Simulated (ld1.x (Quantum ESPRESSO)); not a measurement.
# Zr, TM: configuration errors across variants

ld1.x (Quantum ESPRESSO) 7.5 input, shortened:

```
&input
   title='Zr', zed=40., rel=1, dft='PBE', iswitch=3,
   config='[Kr] 4d2 4f-2 5s1.75 5p0.25'
 /
 &inputp
   pseudotype=2, tm=.true., lloc=-1, rcloc=1.80,
   nlcc=.false.
 /
4
4S  1  0   2.00   0.00  2.00  2.00  0.0
4P  2  1   6.00   0.00  1.90  1.90  0.0
4D  3  2   2.00   0.00  1.50  1.50  0.0
4F  4  3  -2.00   0.05  2.15  2.15  0.0
 &test
   configts(1)='4s2 4p6 4d2 5s1.75 5p0.25'
 /
```

Occupied shells without a wave of their own: 5p, 5s. They enter only through the test configuration that unscreens the potential.

All-electron excitation energies from the reference (eV): (1) 4s2 4p6 4d2 5s2 5p0 -0.747; (2) 4s2 4p6 4d2 5s1 5p0 6.390; (3) 4s2 4p6 4d2 5s0 5p0 19.331; (4) 4s2 4p6 4d3 5s1 5p0 0.448; (5) 4s2 4p6 4d2 5s1.5 5p0 2.133; (6) 4s1 4p6 4d2 5s2 5p0 59.780; (7) 4s2 4p6 4d2 5s1 5p1 2.295.

For the base: The 5p, 5s levels have no wave, so the channel is fitted at the deeper level alone: the likely source of the large errors.

Tests that are not counted but printed errors over 1 eV. “local potential the f channel”: 4s1 4p6 4d2 5s2 5p0 (solver errors, printed error -21.4 eV).

4 further variants failed, have other tests or another functional or relativity, and are left out.

The file “local potential the f channel” misses its own reference levels by 1.5 eV. The file “local potential all-electron potential smoothed inside 2.54 bohr (lloc = -1)” misses its own reference levels by 1.1 eV. The file “wave 4s (bound): rc 2.00 bohr becomes 4s (bound): rc 2.72 bohr” misses its own reference levels by 1.0 eV.

Errors AE − PS in meV (a dash: test not solved or not reliable):

| change | (1) | (2) | (3) | (4) | (5) | (6) | (7) | bound ghosts |
| --- | --- | --- | --- | --- | --- | --- | --- | --- |
| base | +64 | -261 | -802 | -163 | -77 | +101 | -210 | none |
| wave 4f channel at 0.05 Ry: rc 2.15 bohr becomes 4f channel at 0.05 Ry: rc 3.20 bohr | +64 | -261 | -802 | -163 | -77 | +101 | -210 | none |
| wave 4f channel at 0.05 Ry: rc 2.15 bohr becomes 4f channel at 3.74 Ry: rc 2.15 bohr | +64 | -261 | -802 | -163 | -77 | +101 | -210 | none |
| local potential the f channel | +358 | -1482 | -4785 | -1008 | -427 | – | -1231 | none |
| local potential all-electron potential smoothed inside 2.54 bohr (lloc = -1) | +269 | -1014 | -3157 | -662 | -287 | +631 | -899 | none |
| wave 4s (bound): rc 2.00 bohr becomes 4s (bound): rc 2.72 bohr | +254 | -1015 | -3161 | -657 | -294 | +493 | -850 | none |

(1) Give the same row for: all radii scaled by about 0.89 (s 1.78, p 1.68, d 1.34, f 1.90 bohr); local potential all-electron potential smoothed inside 1.60 bohr (lloc = -1).

Results:

(1) +84, -352, -1075, -215, -105, +250, -273; bound ghosts: none.
